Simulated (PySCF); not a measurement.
Species: C₅H₉ClOSi.
Numbering: `[CH3:1][O:2][C:3]1=[CH:4][C@@H:5]([Cl:6])[SiH2:7][CH2:8]1` (hydrogens: H9, H10, H11 on C1; H12 on C4; H13 on C5; H14, H15 on Si7; H16, H17 on C8)

Structure used (GFN2-xTB), in Å, numbered top down from 1:
```
atom  x, y, z in Å
C1     2.7347    0.2773   -0.2527
O2     1.7266    0.2781    0.7296
C3     0.4459    0.0864    0.3268
C4    -0.0049   -0.0644   -0.9200
C5    -1.4610   -0.2849   -1.0994
Cl6   -1.7539   -2.0341   -1.5176
Si7   -2.2392    0.0839    0.6145
C8    -0.5364    0.0825    1.4652
H9     3.6739    0.4143    0.2807
H10    2.7575   -0.6716   -0.7971
H11    2.5946    1.0970   -0.9644
H12    0.6313   -0.0946   -1.7899
H13   -1.8598    0.2570   -1.9556
H14   -2.8590    1.4120    0.6222
H15   -3.1440   -0.9687    1.0607
H16   -0.3648   -0.8011    2.0808
H17   -0.3484    0.9427    2.1063
```

Theory: TDDFT CAM-B3LYP/def2-SVPD, vertical, gas phase, core orbitals frozen in the response in PySCF 2.14.0, density-fitted response routines.

Kohn–Sham orbitals with the atoms that hold most of them (Löwdin shares over 4%, at most four atoms; ? is withheld):

| orbital | ε (eV) | atoms |
| --- | --- | --- |
| LUMO+2 | 1.22 | Si7 30%, Cl6 11%, H14 10%, H15 9% |
| LUMO+1 | 1.16 | Si7 20%, Cl6 12%, C1 11%, C8 6% |
| LUMO | ? | ? |
| HOMO | -8.09 | ? |
| HOMO-1 | -9.10 | Cl6 55%, C5 19%, Si7 12%, C8 4% |
| HOMO-2 | -9.73 | Cl6 75%, C5 12%, C4 4% |
| HOMO-3 | -10.66 | C8 31%, Si7 21%, O2 11%, H14 9% |

Q: Which atoms hold the LUMO, and with what shares?

A: Cl6 (bonded to C) 27%; C3 (bonded to 2 C and O) 17%; C5 (bonded to C, Cl, Si and H) 15%; C4 (bonded to 2 C and H) 10%. By element: carbon 42% or more, chlorine 27%.

Q: Give the leading atoms of the HOMO.

A: C4 (bonded to 2 C and H) 33%; C3 (bonded to 2 C and O) 21%; O2 (bonded to 2 C) 19%; Cl6 (bonded to C) 11%. By element: carbon 53% or more, oxygen 19%, chlorine 11%.

Q: What is the LUMO energy, and the HOMO–LUMO gap?

A: ε(LUMO) = 0.96 eV; the gap is 9.05 eV (0.3325 hartree).

Q: How does S1 compare with the orbital gap of 9.05 eV?

A: S1 is at 6.07 eV (f = 0.175), 2.98 eV below the gap, made of HOMO→LUMO (88%). Without the coupling terms of the response equations the lowest excitation would equal the gap.

Q: Give energy, strength and leading configuration of S1 and S2, and follow the Löwdin shares of the leading atoms from the occupied to the empty orbital.

A: 
- S1 (6.07 eV, f 0.175), HOMO→LUMO (88%): C4 33% → 10%, C3 21% → 17%, Cl6 11% → 27%
- S2 (6.38 eV, f 0.015), HOMO-1→LUMO (72%): Cl6 55% → 27%, C5 19% → 15%, C3 at most 5% → 17%

Löwdin shares depend on the basis, the more so with diffuse functions.

On an Arm Neoverse N1 with one thread, no GPU (shared host), this took 2.2 min of wall time and 1.2 GiB of memory at its peak.

One conformer stands for the species.
